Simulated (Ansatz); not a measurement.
`[SiH2]N[SiH2]Cl` radical, relaxed with UKS PBE-D4/def2-SVP in the Gaussian-basis code of Ansatz from a rough embedded geometry. The force threshold is 0.03 eV/Å; the program also tests the step.

Charge 0, multiplicity 2.

Start:

```xyz
9

Si    1.613    0.523    0.206
N     0.389   -0.379    0.802
Si   -1.054   -0.100   -0.079
Cl   -2.418   -1.471    0.703
H     1.956    0.008   -1.193
H     1.230    1.978    0.061
H     0.630   -1.383    0.758
H    -1.514    1.235    0.189
H    -0.834   -0.410   -1.448
```

```
step  energy (eV)  largest force (eV/Å)  largest move (Å)
   1  -29824.3969                 4.532             0.000
   2  -29824.8707                 2.228             0.195
   3  -29825.0338                 0.487             0.195
   4  -29825.0830                 0.496             0.200
   5  -29825.1284                 0.187             0.200
   6  -29825.1551                 0.178             0.199
   7  -29825.1822                 0.108             0.200
   8  -29825.1974                 0.233             0.195
   9  -29825.2036                 0.418             0.164
  10  -29825.2124                 0.571             0.200
  11  -29825.2405                 0.148             0.089
  12  -29825.2438                 0.119             0.070
  13  -29825.2483                 0.082             0.105
  14  -29825.2498                 0.059             0.032
  15  -29825.2510                 0.019             0.052
  16  -29825.2514                 0.021             0.056
```

End:

```xyz
9

Si    1.680    0.511    0.557
N     0.430   -0.504   -0.173
Si   -1.292   -0.221   -0.187
Cl   -2.239   -0.807    1.584
H     2.956    0.348   -0.243
H     1.168    1.930    0.465
H     0.708   -1.475   -0.358
H    -1.510    1.250   -0.350
H    -1.900   -1.031   -1.293
```

It took 25 s on 4 threads of a server CPU on a shared host, with 0.17 GiB of host memory at the peak.
